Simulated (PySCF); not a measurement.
Electrostatic potential from atomic charges

Species: `c1cn([SiH3])cc1`. Coordinates (PBE0-D3(BJ)/def2-SVP, Å) and charges (e) from the PBE0/pcSseg-1 density (PySCF):

```csv
atom,x,y,z,Mulliken,IAO,Hirshfeld,ESP-fitted
Si1,2.082,0.083,0.042,+0.6420,+0.7326,+0.3797,+0.4276
N2,0.313,0.025,0.066,-0.7059,-0.3427,-0.1083,+0.0508
C3,-0.457,-1.108,0.232,+0.1437,-0.1148,-0.0377,-0.2619
C4,-1.780,-0.776,0.066,-0.1780,-0.2142,-0.0961,-0.2119
C5,-1.829,0.619,-0.217,-0.1769,-0.2136,-0.0958,-0.2078
C6,-0.534,1.079,-0.211,+0.1440,-0.1153,-0.0379,-0.2666
H7,2.492,1.425,0.540,-0.0898,-0.1116,-0.0666,-0.0862
H8,2.618,-0.122,-1.335,-0.0780,-0.1232,-0.0726,-0.0866
H9,2.568,-1.003,0.937,-0.0916,-0.1107,-0.0660,-0.0848
H10,0.003,-2.067,0.464,+0.1083,+0.1527,+0.0515,+0.1858
H11,-2.624,-1.458,0.149,+0.0871,+0.1542,+0.0492,+0.1771
H12,-2.718,1.221,-0.393,+0.0872,+0.1542,+0.0492,+0.1769
H13,-0.144,2.082,-0.375,+0.1080,+0.1524,+0.0517,+0.1877
```

Points outside the species (Å): A (1.1, 2.5, -3.8); B (5.8, 4.7, 6.0); C (-6.7, -1.4, 0.4); D (-0.1, -2.1, -3.6).

Question: Find the potential V = 14.3996 V·Å × Σ q/r of each set of charges at these points.

Answer: In volts:

| point | nearest atom | distance (Å) | Mulliken | IAO | Hirshfeld | ESP-fitted |
| --- | --- | --- | --- | --- | --- | --- |
| A | H13 | 3.67 | +0.034 | +0.014 | +0.033 | +0.011 |
| B | H7 | 7.17 | +0.035 | +0.054 | +0.034 | +0.026 |
| C | H11 | 4.08 | -0.123 | -0.119 | -0.093 | -0.043 |
| D | C3 | 3.97 | -0.183 | -0.246 | -0.078 | -0.202 |

Question: How far are the other sets from the ESP-fitted one at these points?

Answer: Root-mean-square difference: Mulliken 0.043 V, IAO 0.046 V, Hirshfeld 0.068 V. The ESP scheme is a least-squares fit of atom-centred charges to the potential on four shells outside the van der Waals surface, with the total charge fixed.

Question: What energy would a point charge of -1 e have at D in the field of the ESP charges, leaving out polarisation?

Answer: +0.202 eV = +19.5 kJ/mol, a repulsion.

Geometry: PBE0-D3(BJ)/def2-SVP; no solvent, vibrations or thermal averaging.

These values come from a run that also computed NMR shieldings. The run took 14 s of wall time on one thread of an Arm Neoverse V1, on a shared host.
